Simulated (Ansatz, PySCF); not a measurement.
The pair A = CH3Cl (SMILES CCl) (first 5 atoms), B = CHN (SMILES C#N); geometry from B3LYP-D3(BJ)/def2-TZVP.
(charge 0, multiplicity 1):
```xyz
8

C      0.542    -0.460     1.100
Cl    -1.004     0.406     1.419
H      0.304    -1.393     0.600
H      1.154     0.174     0.466
H      1.029    -0.642     2.053
C      0.016     0.112     4.610
N      1.024    -0.428     4.682
H     -0.922     0.612     4.521
```

Correlated levels freeze the cores. CBS(a, b) extrapolates the correlation energy as X⁻³ and adds the Hartree–Fock energy of set b. MP2 and its Hartree–Fock in aug-cc-pV(T+d)Z are density fitted.

Codes used: Ansatz (Gaussian basis) for Hartree–Fock, density functionals and correlated methods; PySCF for the dispersion terms. Each number belongs to the level named beside it.

The monomers are drawn apart, rigid, along the line of their centres of mass. Counterpoise-corrected interaction energies (kcal/mol):

| level | R = 4.547 Å | R = 5.602 Å |
|---|---|---|
| PBE/def2-TZVPPD | -1.3159 | -0.5900 |
| PBE-D3(BJ)/def2-TZVPPD | -1.7143 | -0.7146 |
| wB97M-V/def2-TZVPPD | -1.5891 | -0.7153 |
| MP2/CBS(aug-cc-pV(D+d)Z, aug-cc-pV(T+d)Z) + ΔCCSD(T)/aug-cc-pV(D+d)Z | -1.5548 | -0.6823 |

Problem. R is the distance of the centres of mass. Find the local exponent m of E ∝ R⁻ᵐ between the two points.

Solution. 
m = ln(E₁/E₂)/ln(R₂/R₁): PBE/def2-TZVPPD 3.8; PBE-D3(BJ)/def2-TZVPPD 4.2; wB97M-V/def2-TZVPPD 3.8; MP2/CBS(aug-cc-pV(D+d)Z, aug-cc-pV(T+d)Z) + ΔCCSD(T)/aug-cc-pV(D+d)Z 3.9. For scale, two fixed dipoles give m = 3, dipole and quadrupole 4, quadrupoles 5, and dispersion or dipole-induced dipole 6 at long range; at these distances several terms mix, and what is left of overlap and damping shifts m, so it need not match one of them.

Ansatz is a first-principles code.
